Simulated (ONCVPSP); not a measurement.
**barium ONCV: all-electron and pseudo phase curves**

```json
{
 "Element": "barium",
 "Generator": "ONCVPSP 4.0.1",
 "Type": "optimised norm-conserving Vanderbilt (ONCV)",
 "Functional": "PBE",
 "Relativity": "scalar-relativistic",
 "Frozen core": "[Kr] 4d10",
 "Valence charge": "10",
 "Reference configuration": "5s2 5p6 6s2",
 "Partial waves": "5s+6s: rc 2.25 bohr, ncon 3, nbas 6, qcut 5.3 1/bohr, 2 projectors; 5p: rc 3.20 bohr, ncon 4, nbas 7, qcut 4.3 1/bohr, 3 projectors, debl 1.6 Ha; d scattering state at 0.33 Ha: rc 3.10 bohr, ncon 3, nbas 7, qcut 3.1 1/bohr, 2 projectors, debl 3.1 Ha",
 "Local potential": "polynomial inside 2.00 bohr (lpopt 5, dvloc0 0 Ha)",
 "Core correction": "Teter function fitted to the true core (icmod 2), fcfact 0.55"
}
```

In the d channel the program set the typed energies aside and used 0.050, 3.150 Ha.

The phase is arctan(r·R′/R) of the radial function R(r), unwrapped; energies in Ha, scanned from -3 to 5 Ha. A pole is an energy at which the radial function vanishes at the test radius. The pseudo phase is shifted by a multiple of π to meet the all-electron one at the reference energy, and phase errors are pseudo minus all-electron; the curves can meet again beyond the range given. Levels narrower than the energy grid can be missing from the lists of poles.

For each channel, where are the poles, and over which energies does the pseudopotential scatter like the atom?

```csv
channel,radius (bohr),reference energy (Ha),"poles, all-electron","poles, pseudo",unbroken range about the reference energy with phases within 0.05 rad,phase error 1 Ha above the reference energy (rad)
s,2.29,-0.12,"-0.77, 4.55","-0.77, 3.77",below 3.7,-0.002
p,3.24,-0.69,"-0.59, 1.74","-0.59, 1.74",the whole range,-0.000
d,3.14,0.05,"0.37, 2.93","0.38, 2.94",-0.2 to 1.0,+0.053
```

Note: ghosts flagged at negative energy: d at -95.5 eV; GHOST(+) flagged for s at 115.5 eV. A true bound ghost makes a file unfit for plane-wave use.

Phases in the p channel:

```tsv
E (Ha)	all-electron	pseudo
-2.98	1.415	1.415
-2.76	1.407	1.407
-2.54	1.397	1.397
-2.32	1.386	1.386
-2.10	1.371	1.371
-1.88	1.353	1.353
-1.66	1.328	1.328
-1.44	1.291	1.291
-1.22	1.226	1.226
-1.00	1.056	1.056
-0.78	-0.541	-0.542
-0.56	-1.613	-1.613
-0.34	-1.794	-1.794
-0.12	-1.952	-1.952
0.10	-2.240	-2.240
0.32	-3.035	-3.035
0.54	-4.011	-4.011
0.76	-4.369	-4.369
0.98	-4.517	-4.517
1.20	-4.598	-4.598
1.42	-4.653	-4.653
1.64	-4.695	-4.695
1.86	-4.731	-4.731
2.08	-4.767	-4.768
2.30	-4.808	-4.808
2.52	-4.862	-4.862
2.74	-4.949	-4.949
2.96	-5.139	-5.140
3.18	-5.849	-5.857
3.40	-7.170	-7.179
3.62	-7.532	-7.537
3.84	-7.656	-7.661
4.06	-7.719	-7.724
4.28	-7.759	-7.764
4.50	-7.787	-7.793
4.72	-7.809	-7.817
4.94	-7.827	-7.838
```
